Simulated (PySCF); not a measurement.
Compound: C4H9ClSi.
Cartesian coordinates in Å at the PBE0-D3(BJ)/def2-SVP level; atoms count from 1:
```
atom  x, y, z in Å
Cl1    2.0542    5.0557    1.3274
Si2    1.7248    3.2973    0.2624
C3     2.5278    1.8244    1.1307
C4     1.3592    0.8388    1.3128
C5     0.0666    1.6306    1.5429
C6    -0.0524    2.6993    0.4452
H7     2.1709    3.5621   -1.1352
H8     3.3800    1.3896    0.5875
H9     2.9082    2.1685    2.1070
H10    1.2453    0.2302    0.3984
H11    1.5474    0.1304    2.1355
H12    0.1176    2.1256    2.5290
H13   -0.8121    0.9662    1.5712
H14   -0.7775    3.4924    0.6786
H15   -0.3646    2.2395   -0.5095
```

All values: PBE0/pcSseg-1 and CAM-B3LYP/def2-SVPD (PySCF, non-relativistic), on one gas-phase PBE0-D3(BJ)/def2-SVP geometry that isn't relaxed in the solvent. The solvent is an IEF-PCM continuum (cavity from Bondi-type radii × 1.2). Specific hydrogen bonds and non-electrostatic terms are outside this model.

Gas phase at PBE0/pcSseg-1: HOMO -8.10 eV, LUMO 0.57 eV, dipole 2.32 D.

Q: What does the continuum do to the energy, the frontier levels and the dipole at PBE0/pcSseg-1 in benzene and acetone?

A: 
| solvent | ε | E(solvent) − E(gas) (kcal/mol) | polarisation term (kcal/mol) | distortion of the solute (kcal/mol) | HOMO (eV) | LUMO (eV) | dipole (D) |
| --- | --- | --- | --- | --- | --- | --- | --- |
| benzene | 2.271 | -1.02 | -1.10 | 0.08 | -8.04 | 0.64 | 2.62 |
| acetone | 20.49 | -2.09 | -2.41 | 0.32 | -7.99 | 0.70 | 2.95 |

The polarisation term is half the interaction of the solute with the surface charges that it induces; the rest is the cost of distorting the solute's density. The sum is the electrostatic part of solvation alone. From benzene to acetone the lowering changes by a factor 2.04, Onsager's factor (ε − 1)/(2ε + 1) by 2.02 and ε itself by 9.0.

Q: Which radius a makes the point-dipole formula ΔE = −[(ε − 1)/(2ε + 1)]·μ²/a³ give the value in acetone, with the gas-phase dipole?

A: μ = 0.913 au and |ΔE| = 0.00333 Eh give a = 2.58 Å; the farthest nucleus lies 3.11 Å from the centroid of the nuclei, so such a sphere wouldn't even hold the nuclei. The formula assumes a rigid point dipole at the centre of a sphere.

Q: Give the dipole vector in the frame of the coordinates (D, pointing from negative to positive charge), gas and acetone.

A: Gas (-0.61, -2.18, -0.52), solvent (-0.75, -2.76, -0.73). Its length changes by +27 % and its direction by 2°.

Gas phase at CAM-B3LYP/def2-SVPD: HOMO -9.40 eV, LUMO 1.12 eV, dipole 2.27 D.

Q: What does the continuum do to the energy, the frontier levels and the dipole at CAM-B3LYP/def2-SVPD in benzene and acetone?

A: 
```
solvent      ε  E(solvent) − E(gas) (kcal/mol)  polarisation term (kcal/mol)  distortion of the solute (kcal/mol)  HOMO (eV)  LUMO (eV)  dipole (D)
benzene  2.271                           -1.01                         -1.09                                 0.08      -9.33       1.26        2.59
acetone  20.49                           -2.08                         -2.43                                 0.35      -9.27       1.29        2.96
```

The atom shares or the degeneracy of the LUMO differ from the gas phase in acetone, so that column needn't follow one orbital.

Q: How does the static polarisability (CAM-B3LYP/def2-SVPD, frozen core, with the continuum's full static response) change?

A: 
```json
{"medium": "gas", "isotropic (au)": "83.7", "principal values (au)": "76.6, 79.7, 94.7", "⟨r²⟩ of the electrons (bohr²)": "953.8"}
{"medium": "benzene", "isotropic (au)": "96.0", "principal values (au)": "88.5, 91.5, 107.9", "⟨r²⟩ of the electrons (bohr²)": "953.9"}
{"medium": "acetone", "isotropic (au)": "113.3", "principal values (au)": "107.3, 108.2, 124.3", "⟨r²⟩ of the electrons (bohr²)": "954.0"}
```

The isotropic value in acetone is 1.35 times the gas-phase one; no cavity-field correction is applied. ⟨r²⟩ is taken about the centre of nuclear charge.
